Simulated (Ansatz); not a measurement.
`CO[SiH](Cl)O[SiH3]`. Total charge 0; spin multiplicity 1. All single points use the PBE0-D4/def2-TZVP geometry. It is one conformer, not always the lowest.

```xyz
13

C    -1.896   -1.531    0.276
O    -0.872   -0.573    0.443
Si   -0.521    0.637   -0.578
Cl   -0.241   -0.133   -2.462
O     0.827    1.347   -0.062
Si    2.359    1.054    0.464
H    -2.882   -1.057    0.243
H    -1.748   -2.106   -0.643
H    -1.863   -2.210    1.128
H    -1.601    1.635   -0.669
H     2.344    0.829    1.930
H     2.917   -0.140   -0.219
H     3.179    2.248    0.148
```

(1) What is the dipole moment at ωB97M-V/def2-TZVPP? (Estimate.)

(2) And with PBE, r2SCAN, B3LYP? (Best estimate.)

(3) Give the Mulliken charges with ωB97M-V, B3LYP, PBE in def2-TZVPP. (An estimate is asked.)

Results:

(1) Ansatz gave: 1.36 D, with components (-0.85, -0.66, 0.84) D in this frame, pointing from negative to positive charge.

(2) Ansatz gave: PBE 1.32 D, r2SCAN 1.37 D, B3LYP 1.36 D.

(3) Computed: 
| atom | ωB97M-V | B3LYP | PBE |
| --- | --- | --- | --- |
| C1 | -0.18 | -0.13 | -0.14 |
| O2 | -0.35 | -0.36 | -0.28 |
| Si3 | 0.59 | 0.68 | 0.56 |
| Cl4 | -0.22 | -0.26 | -0.23 |
| O5 | -0.39 | -0.38 | -0.30 |
| Si6 | 0.30 | 0.41 | 0.34 |
| H7 | 0.12 | 0.10 | 0.10 |
| H8 | 0.12 | 0.10 | 0.10 |
| H9 | 0.13 | 0.12 | 0.11 |
| H10 | -0.03 | -0.08 | -0.08 |
| H11 | -0.03 | -0.07 | -0.06 |
| H12 | -0.02 | -0.06 | -0.05 |
| H13 | -0.03 | -0.07 | -0.05 |

B3LYP here is the variant with VWN-RPA as its local correlation; programs differ in this.
